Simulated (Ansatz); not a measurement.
Cost and result up the ladder for the cluster Li₅H₅ (the lowest singlet isomer of a short search) (10 atoms). The state is a singlet with charge 0. Geometry: r2SCAN-D4/def2-TZVP.

```
atom   x (Å)   y (Å)   z (Å)
 Li1  -1.239  -0.132   1.059
 Li2   0.092  -0.317  -1.553
 Li3   1.162   0.338   1.103
 Li4   0.367  -1.915   0.466
 Li5  -0.412   2.176  -0.819
  H6  -0.297   1.447   0.759
  H7   0.144  -0.917   1.945
  H8  -0.215   1.281  -2.221
  H9   1.487  -0.728  -0.346
 H10  -1.089  -1.232  -0.392
```

Ansatz on 4 threads of Arm Neoverse V2 on a shared host. Times are rough, and most runs start from the orbitals of an earlier one. PBE0-D4/def2-TZVPD serves as the yardstick here, not as an exact answer. Differences are given only for rows in sets of like size (and for xTB, whose basis is part of the method), since another set adds its own error. Binding counts from free atoms at the same level (Li doublet, H doublet; other spins of the atoms weren't run), without zero-point energy or a counterpoise term.

HSE06 is defined as in plane-wave codes, on full-range PBE exchange. Correlated methods freeze no core orbitals; core or outer-core shells of Li are correlated, in sets that lack core-valence functions. The structure comes from a short search, and lower isomers may exist.

Correlated methods converge slowly with the basis.

```json
{"level": "MP2/def2-TZVP", "functions": "100", "wall time": "0.25 s", "binding energy per atom (eV)": "1.79", "difference from PBE0-D4/def2-TZVPD (eV)": "-0.18"}
{"level": "LDA (SPW92)/def2-TZVP", "functions": "100", "wall time": "0.4 s", "binding energy per atom (eV)": "2.16", "difference from PBE0-D4/def2-TZVPD (eV)": "0.19"}
{"level": "PBE-D4/def2-TZVP", "functions": "100", "wall time": "0.55 s", "binding energy per atom (eV)": "1.95", "difference from PBE0-D4/def2-TZVPD (eV)": "-0.01"}
{"level": "PBE0-D4/def2-SVP", "functions": "70", "wall time": "0.55 s", "binding energy per atom (eV)": "1.98", "difference from PBE0-D4/def2-TZVPD (eV)": "–"}
{"level": "BHLYP-D4/def2-TZVP", "functions": "100", "wall time": "0.6 s", "binding energy per atom (eV)": "2.03", "difference from PBE0-D4/def2-TZVPD (eV)": "0.07"}
{"level": "PBE-D4/def2-SVP", "functions": "70", "wall time": "0.65 s", "binding energy per atom (eV)": "1.99", "difference from PBE0-D4/def2-TZVPD (eV)": "–"}
{"level": "HSE06-D4/def2-TZVP", "functions": "100", "wall time": "0.7 s", "binding energy per atom (eV)": "1.95", "difference from PBE0-D4/def2-TZVPD (eV)": "-0.02"}
{"level": "PBE-D4/def2-TZVPD", "functions": "130", "wall time": "0.9 s", "binding energy per atom (eV)": "1.97", "difference from PBE0-D4/def2-TZVPD (eV)": "0.01"}
{"level": "PBE0-D4/def2-TZVPD", "functions": "130", "wall time": "0.9 s", "binding energy per atom (eV)": "1.96", "difference from PBE0-D4/def2-TZVPD (eV)": "0.00"}
{"level": "PBE0-D4/def2-TZVP (with forces)", "functions": "100", "wall time": "0.95 s", "binding energy per atom (eV)": "1.95", "difference from PBE0-D4/def2-TZVPD (eV)": "-0.02"}
{"level": "r2SCAN-D4/def2-TZVP", "functions": "100", "wall time": "1.1 s", "binding energy per atom (eV)": "1.98", "difference from PBE0-D4/def2-TZVPD (eV)": "0.02"}
{"level": "r2SCAN-D4/def2-TZVPD", "functions": "130", "wall time": "1.6 s", "binding energy per atom (eV)": "2.00", "difference from PBE0-D4/def2-TZVPD (eV)": "0.04"}
{"level": "CCSD(T)/def2-TZVPD", "functions": "130", "wall time": "5 s", "binding energy per atom (eV)": "1.94", "difference from PBE0-D4/def2-TZVPD (eV)": "-0.02"}
{"level": "CCSD(T)/def2-TZVPP", "functions": "165", "wall time": "11 s", "binding energy per atom (eV)": "2.01", "difference from PBE0-D4/def2-TZVPD (eV)": "0.04"}
```
